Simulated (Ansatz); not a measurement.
Species: H₃BSO₂, charge 0, singlet. H3BSO2 (borothioic acid, SMILES OB(O)S).
B3LYP-D3(BJ)/def2-TZVP minimum from Ansatz (an electronic-structure program):
```xyz
7

B     -0.3463     0.2490    -0.1448
O     -1.5156    -0.3806    -0.4688
H     -2.2313     0.1845    -0.7737
O     -0.1214     1.5967    -0.2200
H     -0.8616     2.1282    -0.5294
S      1.0022    -0.8400     0.4324
H      1.8853     0.1534     0.6190
```
Charge 0, spin multiplicity 1.

Total energies in cc-pV(D+d)Z, 24 correlated electrons, 8 frozen orbitals. Open shells are spin-unrestricted; no spin-orbit coupling. Cores are frozen in correlated methods. No relativity.

```
method    program  energy (Eh)  minus CCSDT(Q) (mEh)
--------  -------  -----------  --------------------
HF         Ansatz   -573.84469                638.49
MP2        Ansatz   -574.43490                 48.28
CCSD       Ansatz   -574.46498                 18.21
CCSD(T)    Ansatz   -574.48081                  2.38
CCSDT(Q)   Ansatz   -574.48318                  0.00
```

Rough core times of Ansatz's runs on a shared machine: CCSD(T) under 20 s, CCSDT(Q) 10 min.
